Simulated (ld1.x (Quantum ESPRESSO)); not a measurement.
**Scattering properties, ultrasoft potential for Ce (Z = 58)**

Ce (Z = 58), ultrasoft, made with ld1.x (Quantum ESPRESSO) 7.5 (LDA (PZ), scalar-relativistic). Core [Kr] 4d10 4f1, reference 5s2 5p6 5d1 6s2 6p0. Waves: 5s (bound): rcut 2.00, rcutus 2.30 bohr; 6s (bound): rcut 2.00, rcutus 2.30 bohr; 5p (bound): rcut 2.80, rcutus 3.20 bohr; 6p (bound, empty): rcut 2.80, rcutus 3.20 bohr; 5d (bound): rcut 2.90, rcutus 3.45 bohr; 5d channel at 2.15 Ry: rcut 2.90, rcutus 3.45 bohr. Local part: all-electron potential smoothed inside 2.00 bohr (lloc = -1). Core correction: none. Augmentation charge: PSQ, inside the norm-conserving radii.

The phase is arctan(r·u′/u) with u = r·R(r), unwrapped; energies in Ry, scanned from -5 to 5 Ry. A pole is an energy at which the radial function vanishes at the test radius. The pseudo phase is shifted by a multiple of π to meet the all-electron one at the reference energy, and phase errors are pseudo minus all-electron; the curves can meet again beyond the range given. Levels narrower than the energy grid can be missing from the lists of poles.

```tsv
channel	radius (bohr)	reference energy (Ry)	poles, all-electron	poles, pseudo	unbroken range about the reference energy with phases within 0.05 rad	phase error 1 Ry above the reference energy (rad)
s	3.75	-0.29	-2.98, 0.98	-3.19, -2.98, 0.34, 1.53	-3.0 to 0.1	-2.947
p	3.75	-0.10	-1.67, 1.80	-2.01, -1.67, 1.41	-1.7 to 0.2	-0.060
d	3.75	-0.23	0.09, 3.33	0.09, 3.26	below 4.1	-0.007
```

The ghost test of this file was not conclusive. Its overlap operator is not positive definite in a basis up to 400 Ry (lowest eigenvalue s -0.72, p -0.32), so the file is unfit for use: the generalised eigenproblem breaks down once the basis is large enough, and its test numbers describe a broken file.

Phases in the d channel:

```
E (Ry)  all-electron  pseudo
 -5.00         1.449   1.449
 -4.48         1.442   1.442
 -3.96         1.433   1.433
 -3.44         1.423   1.422
 -2.92         1.409   1.409
 -2.40         1.391   1.390
 -1.88         1.363   1.362
 -1.36         1.316   1.315
 -0.84         1.199   1.197
 -0.32        -0.230  -0.233
  0.20        -1.634  -1.637
  0.72        -1.844  -1.851
  1.24        -2.340  -2.364
  1.76        -4.119  -4.125
  2.28        -4.527  -4.528
  2.80        -4.646  -4.649
  3.32        -4.711  -4.720
  3.84        -4.763  -4.788
  4.36        -4.822  -4.912
  4.88        -4.920  -6.020
```
